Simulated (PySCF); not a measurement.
Cl6Y2, SMILES [Cl][Y]12([Cl])[Cl]->[Y]2([Cl])([Cl])[Cl]->1. Atoms are numbered in the order given.

```xyz
8

Y      0.0000     0.0000     1.9719
Y      0.0000     0.0000    -1.9719
Cl    -1.7587     0.0000     0.0000
Cl     1.7587     0.0000     0.0000
Cl     0.0000    -2.0690     3.2369
Cl     0.0000     2.0690     3.2369
Cl     0.0000    -2.0690    -3.2369
Cl     0.0000     2.0690    -3.2369
```

The structure is a stationary point at PBE0-D3(BJ)/def2-SVP. The multiplicity is an assumed one; other spin states were not compared. The def2 effective core potentials stand for the cores of Y; spin–orbit coupling is left out. Other conformers were not sampled.

Level of theory: PySCF with ωB97X/def2-SVP.

Symmetry labels are those of the subgroup D2h that the program uses (full group D2h).

Computed valence orbital energies around the gap with their symmetry:
```csv
orbital,symmetry,energy (eV)
HOMO−7,B1u,-12.10
HOMO−6,Ag,-12.07
HOMO−5,Au,-12.04
HOMO−4,B1g,-11.93
HOMO−3,B2g,-11.92
HOMO−2,B3u,-11.88
HOMO−1,B3g,-11.68
HOMO,B2u,-11.64
LUMO,Ag,-0.89
LUMO+1,Au,0.24
LUMO+2,B1u,0.35
LUMO+3,Ag,0.61
```
